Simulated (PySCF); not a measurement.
CH5Si, charge +1, multiplicity 1. Atoms are numbered in the order given.

```xyz
7

C     -1.1758    -0.0102     0.0000
Si     0.6365    -0.0061     0.0000
H     -1.5849    -0.4698    -0.9017
H     -1.5849    -0.4698     0.9017
H     -1.4942     1.0462     0.0000
H      1.4038     0.0202    -1.2527
H      1.4038     0.0202     1.2527
```
Charge +1, spin multiplicity 1.

Coordinates come from a B3LYP-D3(BJ)/def2-TZVP optimisation. The multiplicity is an assumed one; other spin states were not compared. The isomer is the one that the SMILES or the coordinates give; other isomers of the formula were not compared.

These are CAM-B3LYP/def2-TZVPD (PySCF) values and carry that method's errors.

Mulliken values depend strongly on the basis, most of all with diffuse functions as here. ESP charges are fitted to the potential on shells at 1.4 to 2.0 van der Waals radii. Atomic charges (e):

```csv
atom,meta-Löwdin,Mulliken,ESP fit
C1,-0.60,-0.85,[?]
Si2,1.04,0.66,[?]
H3,0.19,0.34,[?]
H4,0.19,0.34,[?]
H5,0.20,0.35,[?]
H6,-0.01,0.08,[?]
H7,-0.01,0.08,[?]
```

What belongs in the gaps? (An estimate is asked for; the answer gives what the named calculation found.)


- C1, ESP fit: -0.67
- Si2, ESP fit: 1.02
- H3, ESP fit: 0.24
- H4, ESP fit: 0.24
- H5, ESP fit: 0.24
- H6, ESP fit: -0.03
- H7, ESP fit: -0.03
